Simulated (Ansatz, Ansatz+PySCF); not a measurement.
```xyz
5

C    -0.1408   -0.4616    0.0759
H    -0.8161   -0.7988    0.8589
H     0.2249   -1.2869   -0.5307
F     0.8954    0.1581    0.6342
F    -0.7821    0.4011   -0.7077
```

Basis set: def2-SVP (spherical functions). Correlated methods keep 3 orbitals frozen. Charge 0, multiplicity 3.

Computed with Ansatz (development build ahead of 0.2.0); each method stands on the lowest determinant of its kind that the runs found.

Question: Give the atomization energy at this shape (free ground-state atoms in the same class of orbitals less the molecule, no zero-point energy) of triplet CH2F2 by UHF-MP2, UHF.

Answer:

| method | atomization energy |
| --- | --- |
| UHF-MP2 | 179.57 kcal/mol |
| UHF | 63.65 kcal/mol |

Caution: another spin multiplicity may lie lower; the determinant breaks the point group. Caution for UHF-MP2: MP2 forces lie far from those of the mean fields.
